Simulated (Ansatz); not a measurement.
One change: `C[SiH](Cl)[NH][AlH2]` becomes `C[SiH](Cl)CF`.

Ansatz, PBE0-D4/def2-TZVP geometries, multiplicity 1. Each molecule was computed in one conformer, which needn't be the lowest.

| property | `C[SiH](Cl)[NH][AlH2]` |
| --- | --- |
| LUMO energy (PBE0/def2-TZVPP) / eV | -1.06 |
| HOMO–LUMO gap (PBE0/def2-TZVPP) / eV | 7.03 |
| HOMO energy (PBE/def2-TZVPP) / eV | -6.78 |
| LUMO energy (ωB97M-V/def2-TZVPP) / eV | 0.52 |
| HOMO–LUMO gap (ωB97M-V/def2-TZVPP) / eV | 10.92 |
| size of the dipole moment (ωB97M-V/def2-TZVPP) / D | 2.12 |

(1) Give the same properties after the change, and the shifts. (An estimate is asked.)

Answers

(1) Ansatz gave: 
```json
{"property": "LUMO energy (PBE0/def2-TZVPP) / eV", "`C[SiH](Cl)CF`": "0.28", "shift": "1.34"}
{"property": "HOMO–LUMO gap (PBE0/def2-TZVPP) / eV", "`C[SiH](Cl)CF`": "8.76", "shift": "1.73"}
{"property": "HOMO energy (PBE/def2-TZVPP) / eV", "`C[SiH](Cl)CF`": "-7.02", "shift": "-0.24"}
{"property": "LUMO energy (ωB97M-V/def2-TZVPP) / eV", "`C[SiH](Cl)CF`": "2.14", "shift": "1.62"}
{"property": "HOMO–LUMO gap (ωB97M-V/def2-TZVPP) / eV", "`C[SiH](Cl)CF`": "12.89", "shift": "1.97"}
{"property": "size of the dipole moment (ωB97M-V/def2-TZVPP) / D", "`C[SiH](Cl)CF`": "0.71", "shift": "-1.41"}
```

With PBE0 the HOMO falls by 0.39 eV and the LUMO rises by 1.34 eV, so the gap widens by about 1.73 eV. PBE moves the HOMO by -0.24 eV and ωB97M-V by -0.35 eV. Dipoles are sizes alone; their direction can turn.
